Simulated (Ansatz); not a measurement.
System: CAuO, charge 0, doublet. CAuO (parent SMILES [O+]#[C-]->[Au], doublet).
B3LYP-D3(BJ)/def2-TZVP minimum from Ansatz (a quantum-chemistry and plane-wave program):
```
C
O 1 1.1382
Au 1 2.0531 2 140.18
```
Charge 0, spin multiplicity 2.

Total energies in def2-SVP, 21 correlated electrons, 6 frozen orbitals. Open shells are spin-unrestricted; no spin-orbit coupling. Cores are frozen in correlated methods (noble-gas shells, and filled d and f shells in the p block). Past Kr the def2 sets carry scalar-relativistic core potentials. The spin of CAuO (parent SMILES [O+]#[C-]->[Au], doublet) was assumed, and the state is the lowest solution found for it.

| method | program | energy (Eh) | minus CCSDT(Q) (mEh) |
|---|---|---|---|
| HF | Ansatz | -247.40659 | 579.16 |
| MP2 | Ansatz | -247.97875 | 7.00 |
| CCSD | Ansatz | -247.96454 | 21.22 |
| CCSD(T) | Ansatz | -247.98383 | 1.92 |
| CCSDT(Q) | Ansatz | -247.98575 | 0.00 |

Rough core times of Ansatz's runs on a shared machine: CCSD(T) under 20 s, CCSDT(Q) 8 min.
